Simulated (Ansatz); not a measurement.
Consider the formal hydrolysis of a Ta–C bond: `[CH3][Ta]([CH3])([CH3])=[O]` + H₂O → `[CH3][Ta]([CH3])(=[O])[OH]` + CH₄.

Calculated with Ansatz (gas phase, PBE0-D4/def2-TZVP geometries, no zero-point term in ΔE). CBS: MP2 limit from def2 TZ/QZ plus the TZ coupled-cluster correction, frozen cores. This one scheme is used for every species. DFT in def2-TZVPP. HSE06 is defined as in plane-wave codes. def2 core potentials past Kr. For Ta outer-core shells are correlated without core-valence functions, which leaves a few kJ/mol of doubt a bond. Each species was taken in one conformer, which may not be the lowest.

```csv
level,ΔE (eV)
HSE06-D4,-1.59
ωB97X-V,-1.70
BLYP,-1.72
r2SCANh,-1.67
BHLYP,-1.74
RPA@PBE/def2-TZVPP,-1.59
SCS-MP2/def2-QZVPP,-1.64
MP2/CBS(def2),-1.60
```

What does CCSD(T)/CBS give? (Estimate.)

The calculation gave: -1.59 eV. The listed levels differ from it by 0.00, -0.11, -0.13, -0.08, -0.15, 0.00, -0.05, -0.01 eV.

Largest T1 diagnostic among the species: 0.019.

At CCSD(T), def2-SVP lies −0.26 eV from the extrapolated value and def2-TZVPP −0.03 eV. In def2-TZVPP, CCSD(T) changes the Hartree–Fock value by +0.18 eV (the triples alone add +0.01 eV) and MP2 by +0.18 eV.

CCSD(T)/CBS has its own doubt, a few kJ/mol and more with outer-core shells, so smaller differences from it don't rank the levels.
